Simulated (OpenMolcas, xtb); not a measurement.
## How methods differ on CH6NPSi (SMILES C1NP[SiH2]1)

CH6NPSi: 10 atoms, total charge 0, spin state singlet. As SMILES, `C1NP[SiH2]1`. Geometry: relaxed at PBE0-D4/def2-TZVP.

```xyz
10

C    -0.5189    0.7537   -0.2803
N     0.3887    0.8672    0.8652
P     0.9739   -0.7160    1.2759
Si    0.3823   -0.7973   -0.9074
H    -0.5259    1.6473   -0.9107
H    -1.5542    0.5124    0.0036
H     0.1265    1.5005    1.6091
H    -0.2531   -1.3936    1.6315
H     1.4931   -0.4999   -1.8481
H    -0.4292   -1.9255   -1.4358
```

Each level gives the vertical ionisation energy (to the doublet cation) (eV). The values are calculated.

```tsv
level	kind	program	value (eV)	less CCSD(T)/def2-SVP	CPU time (all runs)
GFN2-xTB	semi-empirical	xtb	12.86	+4.33	under 2 s
HF/def2-SVP	Hartree–Fock	OpenMolcas	8.20	-0.33	28 s
SVWN5/def2-SVP	LDA	OpenMolcas	8.47	-0.06	86 s
BLYP/def2-SVP	GGA	OpenMolcas	8.22	-0.31	2.4 min
M06-L/def2-SVP	meta-GGA	OpenMolcas	8.58	+0.05	3.1 min
BHLYP/def2-SVP	global hybrid	OpenMolcas	8.67	+0.14	2.1 min
M06-2X/def2-SVP	hybrid meta-GGA	OpenMolcas	8.79	+0.26	2.8 min
CCSD(T)/def2-SVP, open shells restricted	coupled cluster or CI	OpenMolcas	8.53	0.00	2.6 min
```

Differences are taken from CCSD(T)/def2-SVP, open shells restricted for orientation; it has basis-set and higher-order errors of its own. The values span 8.20 to 12.86 eV. The xTB values lack the empirical shift that such differences need. Times are those of the runs behind each value, whatever else they computed, on shared processors of several kinds: orders of magnitude only.
